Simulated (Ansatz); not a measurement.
## Molecular dynamics of C2H3NSi

Input:

```yaml
crystal:
  periodic: [false, false, false]
  atoms:
    - { symbol: Si, position_ang: [-0.524161, 1.263746, -0.604024] }
    - { symbol: C, position_ang: [0.055974, -0.294017, -0.032527] }
    - { symbol: C, position_ang: [0.910951, -1.172263, 0.642066] }
    - { symbol: "N", position_ang: [0.410792, -1.65893, -0.428521] }
    - { symbol: H, position_ang: [-1.658251, 1.13933, -1.567708] }
    - { symbol: H, position_ang: [-0.778243, 2.187985, 0.542394] }
    - { symbol: H, position_ang: [1.582938, -1.465851, 1.44832] }
basis:
  gaussian: { orbitals: cc-pVDZ }
hamiltonian:
  xc: pbe0
md:
  timestep: 0.5
  n_steps: 150
  ensemble: nvt_langevin
  temperature: 1000.0
  initial_velocities: maxwell_boltzmann
  seed: 236858
  friction: 0.001
  temperature_schedule:
    - { n_steps: 37, end_temperature: 1000.0 }
    - { n_steps: 113, end_temperature: 250.0 }
scf:
  lower_state_search: "off"
```

Launched with:

```bash
$ ansatz run input.yaml --threads 1 --pin off --max-ram 2048MiB --backend cpu --events-out ev --progress --plain --runs-dir out
```

It starts from a relaxed structure.

Output, in part (one step line in 3, the closing report, with atoms numbered from 0):

```
md step     0: t =     0.00 fs  T =   857.1 K (target 1000.0 K)  F+E_penalty+E_count = -11478.71029761 eV  E_kin = 0.775560 eV  (16 SCF iters)
md step     3: t =     1.50 fs  T =   752.5 K (target 1000.0 K)  F+E_penalty+E_count = -11478.59667271 eV  E_kin = 0.680902 eV  (23 SCF iters)
md step     6: t =     3.00 fs  T =   620.4 K (target 1000.0 K)  F+E_penalty+E_count = -11478.47212206 eV  E_kin = 0.561315 eV  (23 SCF iters)
md step     9: t =     4.50 fs  T =   580.8 K (target 1000.0 K)  F+E_penalty+E_count = -11478.43015883 eV  E_kin = 0.525501 eV  (23 SCF iters)
md step    12: t =     6.00 fs  T =   460.9 K (target 1000.0 K)  F+E_penalty+E_count = -11478.30971894 eV  E_kin = 0.417037 eV  (25 SCF iters)
md step    15: t =     7.50 fs  T =   356.3 K (target 1000.0 K)  F+E_penalty+E_count = -11478.21297082 eV  E_kin = 0.322370 eV  (25 SCF iters)
md step    18: t =     9.00 fs  T =   351.0 K (target 1000.0 K)  F+E_penalty+E_count = -11478.21396756 eV  E_kin = 0.317591 eV  (25 SCF iters)
md step    21: t =    10.50 fs  T =   371.2 K (target 1000.0 K)  F+E_penalty+E_count = -11478.22077958 eV  E_kin = 0.335827 eV  (24 SCF iters)
md step    24: t =    12.00 fs  T =   298.6 K (target 1000.0 K)  F+E_penalty+E_count = -11478.15445758 eV  E_kin = 0.270200 eV  (25 SCF iters)
md step    27: t =    13.50 fs  T =   392.8 K (target 1000.0 K)  F+E_penalty+E_count = -11478.22131810 eV  E_kin = 0.355370 eV  (25 SCF iters)
md step    30: t =    15.00 fs  T =   567.3 K (target 1000.0 K)  F+E_penalty+E_count = -11478.38889985 eV  E_kin = 0.513293 eV  (24 SCF iters)
md step    33: t =    16.50 fs  T =   575.8 K (target 1000.0 K)  F+E_penalty+E_count = -11478.40554918 eV  E_kin = 0.521036 eV  (23 SCF iters)
md step    36: t =    18.00 fs  T =   531.5 K (target 1000.0 K)  F+E_penalty+E_count = -11478.37749016 eV  E_kin = 0.480938 eV  (23 SCF iters)
md step    39: t =    19.50 fs  T =   597.4 K (target 990.0 K)  F+E_penalty+E_count = -11478.43276181 eV  E_kin = 0.540526 eV  (23 SCF iters)
md step    42: t =    21.00 fs  T =   660.4 K (target 970.1 K)  F+E_penalty+E_count = -11478.47862429 eV  E_kin = 0.597513 eV  (23 SCF iters)
md step    45: t =    22.50 fs  T =   544.0 K (target 950.2 K)  F+E_penalty+E_count = -11478.38628371 eV  E_kin = 0.492232 eV  (23 SCF iters)
md step    48: t =    24.00 fs  T =   479.4 K (target 930.3 K)  F+E_penalty+E_count = -11478.34080568 eV  E_kin = 0.433727 eV  (24 SCF iters)
md step    51: t =    25.50 fs  T =   418.6 K (target 910.4 K)  F+E_penalty+E_count = -11478.28082908 eV  E_kin = 0.378716 eV  (24 SCF iters)
md step    54: t =    27.00 fs  T =   262.2 K (target 890.5 K)  F+E_penalty+E_count = -11478.13150484 eV  E_kin = 0.237262 eV  (24 SCF iters)
md step    57: t =    28.50 fs  T =   204.0 K (target 870.6 K)  F+E_penalty+E_count = -11478.07906633 eV  E_kin = 0.184577 eV  (17 SCF iters)
md step    60: t =    30.00 fs  T =   318.9 K (target 850.7 K)  F+E_penalty+E_count = -11478.16665829 eV  E_kin = 0.288562 eV  (24 SCF iters)
md step    63: t =    31.50 fs  T =   366.0 K (target 830.8 K)  F+E_penalty+E_count = -11478.22564402 eV  E_kin = 0.331174 eV  (24 SCF iters)
md step    66: t =    33.00 fs  T =   351.5 K (target 810.8 K)  F+E_penalty+E_count = -11478.19834772 eV  E_kin = 0.318000 eV  (16 SCF iters)
md step    69: t =    34.50 fs  T =   449.2 K (target 790.9 K)  F+E_penalty+E_count = -11478.27775176 eV  E_kin = 0.406465 eV  (24 SCF iters)
md step    72: t =    36.00 fs  T =   561.0 K (target 771.0 K)  F+E_penalty+E_count = -11478.36872794 eV  E_kin = 0.507575 eV  (24 SCF iters)
md step    75: t =    37.50 fs  T =   571.6 K (target 751.1 K)  F+E_penalty+E_count = -11478.37888475 eV  E_kin = 0.517236 eV  (24 SCF iters)
md step    78: t =    39.00 fs  T =   601.1 K (target 731.2 K)  F+E_penalty+E_count = -11478.39714535 eV  E_kin = 0.543852 eV  (24 SCF iters)
md step    81: t =    40.50 fs  T =   625.8 K (target 711.3 K)  F+E_penalty+E_count = -11478.43016804 eV  E_kin = 0.566256 eV  (24 SCF iters)
md step    84: t =    42.00 fs  T =   561.0 K (target 691.4 K)  F+E_penalty+E_count = -11478.37171074 eV  E_kin = 0.507562 eV  (24 SCF iters)
md step    87: t =    43.50 fs  T =   454.1 K (target 671.5 K)  F+E_penalty+E_count = -11478.25057746 eV  E_kin = 0.410913 eV  (23 SCF iters)
md step    90: t =    45.00 fs  T =   487.5 K (target 651.5 K)  F+E_penalty+E_count = -11478.25609425 eV  E_kin = 0.441063 eV  (23 SCF iters)
md step    93: t =    46.50 fs  T =   466.6 K (target 631.6 K)  F+E_penalty+E_count = -11478.25110042 eV  E_kin = 0.422147 eV  (23 SCF iters)
md step    96: t =    48.00 fs  T =   402.1 K (target 611.7 K)  F+E_penalty+E_count = -11478.17641930 eV  E_kin = 0.363797 eV  (23 SCF iters)
md step    99: t =    49.50 fs  T =   359.1 K (target 591.8 K)  F+E_penalty+E_count = -11478.14903988 eV  E_kin = 0.324902 eV  (24 SCF iters)
md step   102: t =    51.00 fs  T =   429.4 K (target 571.9 K)  F+E_penalty+E_count = -11478.20155306 eV  E_kin = 0.388548 eV  (24 SCF iters)
md step   105: t =    52.50 fs  T =   460.5 K (target 552.0 K)  F+E_penalty+E_count = -11478.22256567 eV  E_kin = 0.416675 eV  (24 SCF iters)
md step   108: t =    54.00 fs  T =   494.0 K (target 532.1 K)  F+E_penalty+E_count = -11478.25245931 eV  E_kin = 0.446986 eV  (25 SCF iters)
md step   111: t =    55.50 fs  T =   654.3 K (target 512.2 K)  F+E_penalty+E_count = -11478.39377381 eV  E_kin = 0.592003 eV  (25 SCF iters)
md step   114: t =    57.00 fs  T =   712.4 K (target 492.3 K)  F+E_penalty+E_count = -11478.44641313 eV  E_kin = 0.644630 eV  (23 SCF iters)
md step   117: t =    58.50 fs  T =   638.8 K (target 472.3 K)  F+E_penalty+E_count = -11478.39144440 eV  E_kin = 0.577999 eV  (23 SCF iters)
md step   120: t =    60.00 fs  T =   638.8 K (target 452.4 K)  F+E_penalty+E_count = -11478.38039948 eV  E_kin = 0.577966 eV  (23 SCF iters)
md step   123: t =    61.50 fs  T =   672.1 K (target 432.5 K)  F+E_penalty+E_count = -11478.41239902 eV  E_kin = 0.608170 eV  (23 SCF iters)
md step   126: t =    63.00 fs  T =   620.9 K (target 412.6 K)  F+E_penalty+E_count = -11478.35749324 eV  E_kin = 0.561769 eV  (23 SCF iters)
md step   129: t =    64.50 fs  T =   556.8 K (target 392.7 K)  F+E_penalty+E_count = -11478.28760108 eV  E_kin = 0.503781 eV  (23 SCF iters)
md step   132: t =    66.00 fs  T =   610.6 K (target 372.8 K)  F+E_penalty+E_count = -11478.33928229 eV  E_kin = 0.552483 eV  (23 SCF iters)
md step   135: t =    67.50 fs  T =   599.7 K (target 352.9 K)  F+E_penalty+E_count = -11478.33317331 eV  E_kin = 0.542617 eV  (23 SCF iters)
md step   138: t =    69.00 fs  T =   569.5 K (target 333.0 K)  F+E_penalty+E_count = -11478.30096186 eV  E_kin = 0.515290 eV  (24 SCF iters)
md step   141: t =    70.50 fs  T =   619.1 K (target 313.1 K)  F+E_penalty+E_count = -11478.35022144 eV  E_kin = 0.560143 eV  (23 SCF iters)
md step   144: t =    72.00 fs  T =   678.1 K (target 293.1 K)  F+E_penalty+E_count = -11478.41375592 eV  E_kin = 0.613569 eV  (22 SCF iters)
md step   147: t =    73.50 fs  T =   617.8 K (target 273.2 K)  F+E_penalty+E_count = -11478.36024606 eV  E_kin = 0.558970 eV  (22 SCF iters)
md step   150: t =    75.00 fs  T =   555.3 K (target 253.3 K)  F+E_penalty+E_count = -11478.31297526 eV  E_kin = 0.502486 eV  (23 SCF iters)
Total energy: -11478.31299836 eV, -421.8202224097 hartree
Atom 0 at    -0.439089     1.307912    -0.652244 Å, force     1.598612    -1.456798    -0.120620 eV/Å
Atom 1 at     0.165774    -0.315817    -0.138509 Å, force     0.649572     0.901181     0.588123 eV/Å
Atom 2 at     1.024298    -1.365549     0.375539 Å, force    -4.320965     1.518578    -2.699868 eV/Å
Atom 3 at    -0.089410    -1.696555    -0.242826 Å, force     1.239586    -0.362814     0.881920 eV/Å
Atom 4 at    -1.880113     1.236717    -0.648990 Å, force    -0.914487     0.203977    -0.025692 eV/Å
Atom 5 at     0.347749     2.415338    -0.058942 Å, force    -0.182310     0.137726     0.300361 eV/Å
Atom 6 at     1.718963    -1.911666     0.912035 Å, force     1.929992    -0.941851     1.075776 eV/Å
Dipole moment:     0.378881    -0.164428     0.303145 e Å
```

The run went to its last step. The schedule's set-point averaged 499 K over the second half and the system 563 K. A run of 0.075 ps of so small a system gives no equilibrium averages.

The same pairs are bonded in the first frame and the last. Pairs count as bonded within 1.25 times the sum of covalent radii (0.12 Å more for H–H).

Last frame:

```xyz
7
Properties=species:S:1:pos:R:3
Si -0.439 1.308 -0.652
C 0.166 -0.316 -0.139
C 1.024 -1.365 0.376
N -0.089 -1.697 -0.243
H -1.880 1.237 -0.649
H 0.348 2.415 -0.059
H 1.719 -1.912 0.912
```

Run time: 11 min on 1 thread of AMD EPYC (Zen 3) (shared host), peak memory 0.14 GiB.
